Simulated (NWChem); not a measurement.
System: BeSiH$_{4}$O; SMILES [OH][Be][SiH3]

Parts of the log:

```
             Northwest Computational Chemistry Package (NWChem) 7.3.0
             --------------------------------------------------------

                             Geometry "geometry" -> ""
                             -------------------------

 Output coordinates in angstroms (scale by  1.889725989 to convert to a.u.)

  No.       Tag          Charge          X              Y              Z
 ---- ---------------- ---------- -------------- -------------- --------------
    1 Be                   4.0000     0.66178200     0.02885500    -0.44898600
    2 O                    8.0000     1.78469100     0.04828700    -1.27234700
    3 H                    1.0000     2.52927100     0.11778700    -1.85547500
    4 Si                  14.0000    -1.08901400     0.00166200     0.82388900
    5 H                    1.0000    -1.93273000    -1.21951100     0.60525100
    6 H                    1.0000    -1.97897600     1.18496500     0.58134600
    7 H                    1.0000    -0.73945500     0.02338900     2.28330000

 Effective nuclear repulsion energy (a.u.)      70.2862755254

                              NWChem Property Module
                              ----------------------

                                 NWChem DFT Module
                                 -----------------

 Summary of "ao basis" -> "ao basis" (spherical)
 ------------------------------------------------------------------------------
       Tag                 Description            Shells   Functions and Types
 ---------------- ------------------------------  ------  ---------------------
 Be                        def2-svpd                 6       12   3s3p
 O                         def2-svpd                 9       23   4s3p2d
 H                         def2-svpd                 4        8   2s2p
 Si                        def2-svpd                10       24   5s3p2d

            General Information
            -------------------
          SCF calculation type: DFT
          Wavefunction type:  closed shell.
          No. of atoms     :     7
          No. of electrons :    30
           Alpha electrons :    15
            Beta electrons :    15
          Charge           :     0
          Spin multiplicity:     1
          Use of symmetry is: off; symmetry adaption is: off
          Maximum number of iterations: 150
          AO basis - number of functions:    91
                     number of shells:    41
          Convergence on energy requested:  1.00D-06
          Convergence on density requested:  1.00D-05
          Convergence on gradient requested:  5.00D-04

              XC Information
              --------------
                         B3LYP Method XC Potential
                     Hartree-Fock (Exact) Exchange  0.200
                        Slater Exchange Functional  0.800 local
                    Becke 1988 Exchange Functional  0.720 non-local
              Lee-Yang-Parr Correlation Functional  0.810
                  VWN I RPA Correlation Functional  0.190 local

             Grid Information
             ----------------
          Grid used for XC integration:  medium
          Radial quadrature: Mura-Knowles
          Angular quadrature: Lebedev.
          Tag              B.-S. Rad. Rad. Pts. Rad. Cut. Ang. Pts.
          ---              ---------- --------- --------- ---------
          Be                  1.05       49          11.0       434
          O                   0.60       49          13.0       434
          H                   0.35       45          13.0       434
          Si                  1.10       88          12.0       590
          Grid pruning is: on
          Number of quadrature shells:   366
          Spatial weights used:  Erf1

      Superposition of Atomic Density Guess
      -------------------------------------

 Sum of atomic energies:        -379.98399810

      Non-variational initial energy
      ------------------------------

 Total energy =    -380.718473
 1-e energy   =    -663.272986
 2-e energy   =     212.268237
 HOMO         =      -0.367050
 LUMO         =       0.002055

   convergence    iter        energy       DeltaE   RMS-Dens  Diis-err
 ---------------- ----- ----------------- --------- --------- ---------
 d= 0,ls=0.0,diis     1   -381.7021593388 -4.52D+02  2.49D-02  6.93D-01
 d= 0,ls=0.0,diis     2   -381.5128874995  1.89D-01  1.02D-02  2.69D+00
 d= 0,ls=0.0,diis     3   -381.7915627412 -2.79D-01  1.85D-03  1.62D-02
 d= 0,ls=0.0,diis     4   -381.7933017115 -1.74D-03  6.15D-04  1.29D-03
 d= 0,ls=0.0,diis     5   -381.7935287468 -2.27D-04  1.45D-04  2.74D-05
  Resetting Diis
 d= 0,ls=0.0,diis     6   -381.7935332468 -4.50D-06  2.50D-05  5.03D-07
 d= 0,ls=0.0,diis     7   -381.7935333203 -7.35D-08  4.26D-06  2.05D-08

         Total DFT energy =     -381.793533320317
      One electron energy =     -666.345981051780
           Coulomb energy =      248.153479966273
    Exchange-Corr. energy =      -33.887307760194
 Nuclear repulsion energy =       70.286275525383

 Numeric. integr. density =       30.000014295816

                       DFT Final Molecular Orbital Analysis
                       ------------------------------------

 Vector   13  Occ=2.000000D+00  E=-3.349095D-01
              MO Center= -1.5D+00, -1.3D-01,  5.6D-01, r^2= 3.0D+00
   Bfn.  Coefficient  Atom+Function         Bfn.  Coefficient  Atom+Function
  ----- ------------  ---------------      ----- ------------  ---------------
    56      0.342297  4 Si py                68     -0.343949  5 H  s
    76      0.292896  6 H  s                 53      0.276642  4 Si py
    50     -0.161027  4 Si py                18     -0.155815  2 O  py
    21     -0.109796  2 O  py                58     -0.063397  4 Si d -2
    69     -0.057397  5 H  s                 84      0.050965  7 H  s

 Vector   14  Occ=2.000000D+00  E=-3.348205D-01
              MO Center= -9.5D-01,  1.3D-01,  1.3D+00, r^2= 3.0D+00
   Bfn.  Coefficient  Atom+Function         Bfn.  Coefficient  Atom+Function
  ----- ------------  ---------------      ----- ------------  ---------------
    84      0.368135  7 H  s                 57      0.277499  4 Si pz
    76     -0.227776  6 H  s                 54      0.224693  4 Si pz
    55      0.200673  4 Si px                52      0.161483  4 Si px
    68     -0.139390  5 H  s                 51     -0.130750  4 Si pz
    19     -0.122507  2 O  pz                17     -0.095522  2 O  px

 Vector   15  Occ=2.000000D+00  E=-2.838218D-01
              MO Center= -5.4D-01,  9.0D-03,  4.2D-01, r^2= 2.3D+00
   Bfn.  Coefficient  Atom+Function         Bfn.  Coefficient  Atom+Function
  ----- ------------  ---------------      ----- ------------  ---------------
     4      0.267296  1 Be px                 2      0.261088  1 Be s
    52      0.254387  4 Si px                55      0.236335  4 Si px
     6     -0.196418  1 Be pz                54     -0.182564  4 Si pz
    57     -0.168815  4 Si pz                 1     -0.157486  1 Be s
    49     -0.144297  4 Si px                76     -0.130331  6 H  s

 Vector   16  Occ=0.000000D+00  E=-2.040000D-02
              MO Center=  4.8D-02,  4.6D-02, -6.8D-02, r^2= 5.1D+00
   Bfn.  Coefficient  Atom+Function         Bfn.  Coefficient  Atom+Function
  ----- ------------  ---------------      ----- ------------  ---------------
     6      0.329499  1 Be pz                12     -0.265558  1 Be pz
     4      0.245304  1 Be px                85      0.220438  7 H  s
    10     -0.217603  1 Be px                57     -0.202315  4 Si pz
    65      0.202369  4 Si d  0               9     -0.173018  1 Be pz
    84      0.158068  7 H  s                 69     -0.144968  5 H  s

 Vector   17  Occ=0.000000D+00  E=-2.025860D-02
              MO Center=  1.4D-01, -4.8D-02,  4.5D-02, r^2= 5.1D+00
   Bfn.  Coefficient  Atom+Function         Bfn.  Coefficient  Atom+Function
  ----- ------------  ---------------      ----- ------------  ---------------
     5      0.411059  1 Be py                11     -0.342002  1 Be py
    56     -0.245319  4 Si py                 8     -0.219487  1 Be py
    77      0.217143  6 H  s                 63     -0.201336  4 Si d -2
    18      0.178753  2 O  py                69     -0.170507  5 H  s
    21      0.162160  2 O  py                76      0.149662  6 H  s

 Vector   18  Occ=0.000000D+00  E=-1.628636D-02
              MO Center=  1.8D+00,  1.4D-01, -1.3D+00, r^2= 9.1D+00
   Bfn.  Coefficient  Atom+Function         Bfn.  Coefficient  Atom+Function
  ----- ------------  ---------------      ----- ------------  ---------------
    48     -2.235726  4 Si s                 47      2.102506  4 Si s
    16      1.232720  2 O  s                 10     -0.853703  1 Be px
     3     -0.710454  1 Be s                 12      0.648562  1 Be pz
     2     -0.555129  1 Be s                 37     -0.454395  3 H  s
    15      0.301297  2 O  s                 85     -0.196909  7 H  s

     Multipole analysis of the density
     ---------------------------------

     L   x y z        total         alpha         beta         nuclear
     -   - - -        -----         -----         ----         -------
     0   0 0 0     -0.000000    -15.000000    -15.000000     30.000000

[...]

 DFT Linear Response polarizability / au
 Frequency  =       0.0000000 / au
              X              Y              Z
 -----------------------------------------------
 X      58.4706838      0.2049187     -8.1020069
 Y       0.2049047     47.3890012     -0.1541536
 Z      -8.1019944     -0.1541641     53.3014648
 -----------------------------------------------
 Eigenvalues =      64.3942170     47.3874142     47.3795187
 Isotropic   =      53.0537166
 Anisotropic =      17.0107520
 -----------------------------------------------

 Magnetic Dipole Response Matrix (nonzero elements):

 Exiting AOResponse driver routine
```

Level: B3LYP/def2-SVPD. The geometry was optimised at PBE0/def2-SVP.

Write an input that gives this output.

Several could match; the one computed here: the input that was run:
```
start job
memory heap 200 mb stack 900 mb global 1100 mb
geometry units angstroms noautosym nocenter noautoz
  Be     0.661782     0.028855    -0.448986
  O      1.784691     0.048287    -1.272347
  H      2.529271     0.117787    -1.855475
  Si    -1.089014     0.001662     0.823889
  H     -1.932730    -1.219511     0.605251
  H     -1.978976     1.184965     0.581346
  H     -0.739455     0.023389     2.283300
end
basis spherical
  * library def2-svpd
end
dft
  xc b3lyp
  iterations 150
end
property
  response 1 0.0
end
task dft property
```
